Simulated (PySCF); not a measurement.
Isomers of C4H10O3Si, from PySCF, PBE0-D3(BJ)/def2-SVP geometry optimisation, gas phase. One conformer each, no zero-point energy, no frequencies.

Task: Which is lower in electronic energy at this level?
A. `[CH3:1][O:2][CH2:3][SiH2:4][O:5][C:6]([CH3:7])=[O:8]` with C1–O2–C3–Si4 178°, O2–C3–Si4–O5 -68°, C3–Si4–O5–C6 -179°, Si4–O5–C6–C7 -179°: A = 3847, B = 757.7, C = 664.2 MHz, dipole 2.84 D
B. `[CH3:1][O:2][SiH:3]([O:4][CH3:5])[C:6]([CH3:7])=[O:8]` with C1–O2–Si3–O4 174°, O2–Si3–O4–C5 -58°, O2–Si3–C6–C7 -121°: A = 1870, B = 1459, C = 886.7 MHz, dipole 1.95 D

Result: B. That is `CO[SiH](OC)C(C)=O`, 7.7 kcal/mol below the other.

| SMILES | mapped SMILES | E (Eh) | relative (kcal/mol) | relative (kJ/mol) | dipole (D) |
| --- | --- | --- | --- | --- | --- |
| CO[SiH](OC)C(C)=O | [CH3:1][O:2][SiH:3]([O:4][CH3:5])[C:6]([CH3:7])=[O:8] | -672.73852 | 0.0 | 0.0 | 1.95 |
| COC[SiH2]OC(C)=O | [CH3:1][O:2][CH2:3][SiH2:4][O:5][C:6]([CH3:7])=[O:8] | -672.72624 | 7.7 | 32.2 | 2.84 |

As drawn, the higher has a C(=O)–O unit, which the lower lacks.
